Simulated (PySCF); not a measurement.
Correlation energy of Ti⁺ (titanium, charge +1)

[Ar] 3d2 4s1, high-spin 4F determinant. Computed with PySCF 2.14 in dyall-av2z, with the non-relativistic Hamiltonian (point nucleus). Frozen: [Ar]; 3 electrons correlated; the 25 highest virtual orbitals of each spin left out.

MP2 pair energies summed by pair of shells (mhartree):

| pair | energy | share (%) |
| --- | --- | --- |
| 3d-4s | -5.50 | 55.8 |
| 3d-3d | -4.36 | 44.2 |

Total MP2 correlation energy: -9.87 mhartree.

Same-spin part -9.87 and opposite-spin part 0.00 mhartree; SCS-MP2 scales them by 1/3 and 6/5 to -3.29 mhartree.
